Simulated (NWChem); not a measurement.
System: CH$_{3}$ClF$_{2}$OSi; SMILES O[Si@](F)(Cl)CF

Parts of the log:

```
             Northwest Computational Chemistry Package (NWChem) 7.3.0
             --------------------------------------------------------

 C1  symmetry detected

                             Geometry "geometry" -> ""
                             -------------------------

 Output coordinates in angstroms (scale by  1.889725989 to convert to a.u.)

  No.       Tag          Charge          X              Y              Z
 ---- ---------------- ---------- -------------- -------------- --------------
    1 O                    8.0000    -0.95427436    -0.10942316    -1.47155800
    2 Si                  14.0000    -0.33132313     0.14834208    -0.01238504
    3 F                    9.0000    -1.58818443     0.68650259     0.82382878
    4 Cl                  17.0000     1.07899812     1.55649267    -0.00806141
    5 C                    6.0000     0.22955408    -1.47629250     0.82800393
    6 F                    9.0000     0.78086747    -2.32706551    -0.11550885
    7 H                    1.0000    -0.56192175    -0.68341864    -2.12548316
    8 H                    1.0000     0.99224129    -1.33889209     1.59695408
    9 H                    1.0000    -0.61204078    -2.01664722     1.26852480

 Effective nuclear repulsion energy (a.u.)     397.6301722915

                                Z-matrix (autoz)
                                --------

 Units are Angstrom for bonds and degrees for angles

[...]

      ----------------------
      Optimization converged
      ----------------------

  Step       Energy      Delta E   Gmax     Grms     Xrms     Xmax
  ---- ---------------- -------- -------- -------- -------- --------
@   12   -1063.59942645 -4.8D-07  0.00007  0.00002  0.00054  0.00127
                                     ok       ok       ok       ok

                                Z-matrix (autoz)
                                --------

 Units are Angstrom for bonds and degrees for angles

[...]

 Rotational Constants
 --------------------
 A=   0.087947 cm-1  (  0.126533 K)
 B=   0.059449 cm-1  (  0.085532 K)
 C=   0.049062 cm-1  (  0.070588 K)

 Temperature                      =   298.15K
 frequency scaling parameter      =   1.0000

 Zero-Point correction to Energy  =   30.994 kcal/mol  (  0.049393 au)
 Thermal correction to Energy     =   35.351 kcal/mol  (  0.056335 au)
 Thermal correction to Enthalpy   =   35.943 kcal/mol  (  0.057279 au)

 Total Entropy                    =   83.551 cal/mol-K
   - Translational                =   40.527 cal/mol-K (mol. weight = 131.9610)
   - Rotational                   =   28.220 cal/mol-K (symmetry #  =        1)
   - Vibrational                  =   14.804 cal/mol-K

 Cv (constant volume heat capacity) =   23.053 cal/mol-K
   - Translational                  =    2.979 cal/mol-K
   - Rotational                     =    2.979 cal/mol-K
   - Vibrational                    =   17.094 cal/mol-K

[normal modes left out]

 ----------------------------------------------------------------------------
 Normal Eigenvalue ||           Projected Infra Red Intensities
  Mode   [cm**-1]  || [atomic units] [(debye/angs)**2] [(KM/mol)] [arbitrary]
 ------ ---------- || -------------- ----------------- ---------- -----------
    1      -14.063 ||    0.008343           0.192         8.133       1.852
    2        0.000 ||    0.000435           0.010         0.424       0.097
    3        0.000 ||    0.000119           0.003         0.116       0.026
    4        0.000 ||    0.000144           0.003         0.140       0.032
    5        0.000 ||    0.000047           0.001         0.046       0.011
    6        0.000 ||    0.000299           0.007         0.292       0.066
    7        0.000 ||    0.000083           0.002         0.081       0.018
    8      117.310 ||    0.012990           0.300        12.663       2.884
    9      176.517 ||    0.020200           0.466        19.692       4.485
   10      218.961 ||    0.009922           0.229         9.672       2.203
   11      237.916 ||    0.058844           1.358        57.364      13.065
   12      290.592 ||    0.017613           0.406        17.170       3.911
   13      312.765 ||    0.028924           0.667        28.196       6.422
   14      374.584 ||    0.040433           0.933        39.416       8.977
   15      540.865 ||    0.087690           2.023        85.485      19.470
   16      728.881 ||    0.082574           1.905        80.497      18.334
   17      774.181 ||    0.101630           2.345        99.074      22.565
   18      809.849 ||    0.169205           3.904       164.949      37.569
   19      910.146 ||    0.199116           4.594       194.108      44.210
   20      999.707 ||    0.105033           2.423       102.392      23.321
   21     1083.599 ||    0.092619           2.137        90.290      20.564
   22     1234.426 ||    0.007033           0.162         6.856       1.562
   23     1313.922 ||    0.002765           0.064         2.696       0.614
   24     1450.887 ||    0.007955           0.184         7.755       1.766
   25     3066.302 ||    0.009236           0.213         9.004       2.051
   26     3137.362 ||    0.006735           0.155         6.565       1.495
   27     3912.425 ||    0.146047           3.369       142.374      32.427
 ----------------------------------------------------------------------------

 ===============================================================================
      Negative Nuclear Hessian Mode    1  Eigenvalue =    -14.06 cm**(-1)
 -------------------------------------------------------------------------------
   Raw step length:  0.236 angstroms ;  The Raw step for this mode is:
    1 O                    8.0000    -0.04423547     0.02974593    -0.00005372
    2 Si                  14.0000    -0.01613175    -0.00331658    -0.00452767
    3 F                    9.0000    -0.00357613     0.00643593     0.00468055
    4 Cl                  17.0000     0.01236600    -0.03299524    -0.00709458
    5 C                    6.0000    -0.03006660    -0.00722744    -0.00674495
    6 F                    9.0000     0.06804541     0.03506492     0.02559108
    7 H                    1.0000     0.00590508     0.11483392    -0.08315097
    8 H                    1.0000    -0.09946849    -0.00673440     0.05198250
    9 H                    1.0000    -0.04294779    -0.03954662    -0.08646531

  Geometry after  100.0% step for mode  1; Step length =  0.236 angstroms
   Maximum component (any atom: x,y, or z) displacement:  0.217
    1 O                    8.0000    -1.00400136    -0.11477177    -1.48238631
    2 Si                  14.0000    -0.38862901     0.14797369     0.01191699
    3 F                    9.0000    -1.56946617     0.77660001     0.90607129
    4 Cl                  17.0000     1.14443096     1.50717605    -0.01864257
    5 C                    6.0000     0.18548999    -1.47063151     0.77284855
    6 F                    9.0000     0.90838141    -2.14058816    -0.20836586
    7 H                    1.0000    -0.52691330    -0.75281662    -2.03839736
    8 H                    1.0000     0.82010783    -1.32857940     1.66783512
    9 H                    1.0000    -0.68559358    -2.08850366     1.06765219

  Geometry after -100.0% step for mode  1; Step length =  0.236 angstroms
   Maximum component (any atom: x,y, or z) displacement:  0.217
    1 O                    8.0000    -0.91553042    -0.17426362    -1.48227887
    2 Si                  14.0000    -0.35636550     0.15460685     0.02097232
    3 F                    9.0000    -1.56231391     0.76372815     0.89671019
    4 Cl                  17.0000     1.11969896     1.57316654    -0.00445340
    5 C                    6.0000     0.24562320    -1.45617664     0.78633845
    6 F                    9.0000     0.77229059    -2.21071801    -0.25954802
    7 H                    1.0000    -0.53872346    -0.98248446    -1.87209542
    8 H                    1.0000     1.01904482    -1.31511059     1.56387012
    9 H                    1.0000    -0.59969800    -2.00941042     1.24058281

  Geometry after   50.0% step for mode  1; Step length =  0.118 angstroms
   Maximum component (any atom: x,y, or z) displacement:  0.109
    1 O                    8.0000    -0.98188363    -0.12964473    -1.48235945
    2 Si                  14.0000    -0.38056314     0.14963198     0.01418082
    3 F                    9.0000    -1.56767810     0.77338204     0.90373102
    4 Cl                  17.0000     1.13824796     1.52367368    -0.01509528
    5 C                    6.0000     0.20052329    -1.46701779     0.77622103
    6 F                    9.0000     0.87435871    -2.15812062    -0.22116140
    7 H                    1.0000    -0.52986584    -0.81023358    -1.99682187
    8 H                    1.0000     0.86984208    -1.32521220     1.64184387
    9 H                    1.0000    -0.66411969    -2.06873035     1.11088485

  Geometry after  -50.0% step for mode  1; Step length =  0.118 angstroms
   Maximum component (any atom: x,y, or z) displacement:  0.109
    1 O                    8.0000    -0.93764816    -0.15939066    -1.48230573
    2 Si                  14.0000    -0.36443138     0.15294856     0.01870849
    3 F                    9.0000    -1.56410197     0.76694612     0.89905047
    4 Cl                  17.0000     1.12588196     1.55666892    -0.00800069
    5 C                    6.0000     0.23058990    -1.45979036     0.78296598
    6 F                    9.0000     0.80631329    -2.19318554    -0.24675248
    7 H                    1.0000    -0.53577092    -0.92506750    -1.91367090
    8 H                    1.0000     0.96931057    -1.31847779     1.58986137
    9 H                    1.0000    -0.62117190    -2.02918373     1.19735015

  Geometry after   92.2% step for mode  1; Step length =  0.217 angstroms
   Maximum component (any atom: x,y, or z) displacement:  0.200
    1 O                    8.0000    -1.00053504    -0.11710268    -1.48238210
    2 Si                  14.0000    -0.38736492     0.14823358     0.01227178
    3 F                    9.0000    -1.56918594     0.77609568     0.90570452
    4 Cl                  17.0000     1.14346195     1.50976159    -0.01808663
    5 C                    6.0000     0.18784603    -1.47006517     0.77337709
    6 F                    9.0000     0.90304932    -2.14333587    -0.21037120
    7 H                    1.0000    -0.52737603    -0.76181509    -2.03188158
    8 H                    1.0000     0.82790226    -1.32805168     1.66376173
    9 H                    1.0000    -0.68222816    -2.08540476     1.07442768

  Geometry after  -92.2% step for mode  1; Step length =  0.217 angstroms
   Maximum component (any atom: x,y, or z) displacement:  0.200
    1 O                    8.0000    -0.91899674    -0.17193271    -1.48228308
    2 Si                  14.0000    -0.35762960     0.15434696     0.02061753
    3 F                    9.0000    -1.56259414     0.76423248     0.89707696
    4 Cl                  17.0000     1.12066797     1.57058101    -0.00500934
    5 C                    6.0000     0.24326716    -1.45674299     0.78580991
    6 F                    9.0000     0.77762267    -2.20797029    -0.25754268
    7 H                    1.0000    -0.53826074    -0.97348599    -1.87861119
    8 H                    1.0000     1.01125039    -1.31563831     1.56794351
    9 H                    1.0000    -0.60306342    -2.01250932     1.23380732

  Geometry after   46.1% step for mode  1; Step length =  0.109 angstroms
   Maximum component (any atom: x,y, or z) displacement:  0.100
    1 O                    8.0000    -0.98015047    -0.13081019    -1.48235734
    2 Si                  14.0000    -0.37993109     0.14976193     0.01435822
    3 F                    9.0000    -1.56753799     0.77312988     0.90354763
    4 Cl                  17.0000     1.13776346     1.52496644    -0.01481731
    5 C                    6.0000     0.20170132    -1.46673462     0.77648530
    6 F                    9.0000     0.87169266    -2.15949448    -0.22216407
    7 H                    1.0000    -0.53009720    -0.81473281    -1.99356399
    8 H                    1.0000     0.87373929    -1.32494834     1.63980718
    9 H                    1.0000    -0.66243698    -2.06718090     1.11427259

  Geometry after  -46.1% step for mode  1; Step length =  0.109 angstroms
   Maximum component (any atom: x,y, or z) displacement:  0.100
    1 O                    8.0000    -0.93938132    -0.15822520    -1.48230783
    2 Si                  14.0000    -0.36506343     0.15281861     0.01853109
    3 F                    9.0000    -1.56424209     0.76719828     0.89923385
    4 Cl                  17.0000     1.12636647     1.55537615    -0.00827866
    5 C                    6.0000     0.22941188    -1.46007353     0.78270171
    6 F                    9.0000     0.80897934    -2.19181169    -0.24574981
    7 H                    1.0000    -0.53553956    -0.92056826    -1.91692879
    8 H                    1.0000     0.96541336    -1.31874165     1.59189806
    9 H                    1.0000    -0.62285461    -2.03073318     1.19396241
```

Level: PBE0/def2-SVP. 

Q: Write an input that gives this output.

A: This is not unique; one that fits is the input that was run:
```
start job
memory heap 200 mb stack 900 mb global 1100 mb
geometry units angstroms
  O     -0.834105     0.343938    -1.515094
  Si    -0.142402    -0.261710    -0.196597
  F     -0.269688    -1.843672    -0.419678
  Cl    -1.109773     0.219131     1.478186
  C      1.728474     0.131057    -0.120233
  F      1.960678     1.407039    -0.605958
  H     -0.684641     1.229960    -1.837049
  H      2.146913     0.107982     0.887850
  H      2.310870    -0.544422    -0.751792
end
basis spherical
  * library def2-svp
end
dft
  xc pbe0
  iterations 150
end
driver
  maxiter 120
end
task dft optimize
task dft freq
```
